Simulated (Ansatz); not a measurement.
Program: Ansatz. Geometries: PBE0-D4/def2-TZVP. ΔE: electronic, gas phase. CBS: MP2 limit from def2 TZ/QZ plus the TZ coupled-cluster correction, frozen cores. This one scheme is used for every species. DFT in def2-TZVPP. def2 core potentials past Kr. For In outer-core shells are correlated without core-valence functions, which leaves a few kJ/mol of doubt a bond. One conformer a species, not always the lowest.

Reaction (ligand exchange at the In–C bond): `C=[CH][InH2]` + `C[S][AlH][OH]` → `C[S][AlH][O][InH2]` + `C=C`

```csv
species,CAM-B3LYP energy (Eh)
`C=[CH][InH2]`,-269.24935
`C[S][AlH][OH]`,-757.09285
`C[S][AlH][O][InH2]`,-947.80149
`C=C`,-78.56931
```

Work out ΔE.

ΔE = (-947.80149) + (-78.56931) − (-269.24935) − (-757.09285) = -0.02860 Eh = -17.9 kcal/mol. CCSD(T)/CBS gives -17.8 kcal/mol.

What do rigid-rotor, harmonic-oscillator terms from PBE0-D4/def2-TZVP frequencies (298.15 K, 1 bar) make of the CCSD(T)/CBS value? (An estimate is asked.)

The calculation gave: ΔZPE = +0.2 kcal/mol, ΔH = -17.2 kcal/mol, ΔS = 12 J/(mol·K), ΔG = -18.0 kcal/mol. Modes under 50 cm⁻¹ make the entropy rough.

Largest T1 diagnostic among the species: 0.015.

In def2-TZVPP, CCSD(T) changes the Hartree–Fock value by +2.1 kcal/mol (the triples alone add +0.1 kcal/mol) and MP2 by +2.5 kcal/mol. Leaving LDA and LC-ωPBE aside and taking each functional with its dispersion term where it has one, the values, not all of them listed here, spread over 3.2 kcal/mol, from B97M-V to HSE06-D4. LDA lies +1.1 kcal/mol from PBE without D4. From r2SCAN to r2SCAN0 (25 % exact exchange), in def2-TZVPP and without D4, ΔE moves by +0.9 kcal/mol.
